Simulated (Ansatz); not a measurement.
## The HOMO–LUMO gap down a group: F to Br

One atom is swapped for its congeners: CHBrClF (bromochlorofluoromethane) `FC(Cl)Br`; CHBrCl2 (bromodichloromethane) `ClC(Cl)Br`; CHBr2Cl (chlorodibromomethane) `ClC(Br)Br`. All are singlets with charge 0.

Shapes, held fixed at every level: PBE0-D4/def2-TZVP. Programs: Ansatz 0.2.0. Values in eV.

```
                level  CHBrClF  CHBrCl2  CHBr2Cl
 r2SCAN-D4/def2-TZVPP     5.83     5.28     4.83
  B3LYP-D4/def2-TZVPP     7.12     6.64     6.15
  BHLYP-D4/def2-TZVPP     9.94     9.46     8.88
   PBE0-D4/def2-TZVPP     7.68     7.18     6.68
r2SCAN0-D4/def2-TZVPP     8.00     7.46     6.94
   wB97M-V/def2-TZVPP    12.07    11.58    11.03
   wB97X-V/def2-TZVPP    12.36    11.86    11.30
```

At wB97X-V/def2-TZVPP the HOMO–LUMO gap falls at every step, from 12.36 to 11.30 eV. Every level shows the same order. Relativity is left out for Br unless named. Orbital gaps aren't excitation energies, and the LUMO depends on the basis.
